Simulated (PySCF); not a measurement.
## UHF on Zn+ (zinc, charge +1)

Configuration: [Ar] 3d10 4s1, 2S determinant. Computed with PySCF 2.14 in cc-pVDZ-PP with ECP10MDF, with a scalar-relativistic core potential.

```json
{
  "Total energy": "-225.661679 hartree",
  "One-electron energy": "-401.3282 hartree",
  "Hartree (Coulomb) energy": "195.3847 hartree",
  "Exchange energy": "-19.7182 hartree",
  "⟨S²⟩": "0.7507",
  "⟨L²⟩": "0.000",
  "Sum of ⟨r⟩": "17.07 bohr",
  "Sum of ⟨r²⟩": "22.73 bohr²",
  "Time after the integrals": "0.07 s of wall time on 1 thread of Neoverse-V2 (shared host)"
}
```

```csv
shell,electrons,mean orbital energy (hartree),"rms radius, mean of both spins (bohr)"
3s α,1,-6.22304,0.734
3s β,1,-6.21492,0.734
3p α,3,-4.29256,0.777
3p β,3,-4.29218,0.777
3d α,5,-1.11928,0.993
3d β,5,-1.11756,0.993
4s α,1,-0.61895,2.86
```

Energies and moments cover only the electrons outside the core potential.
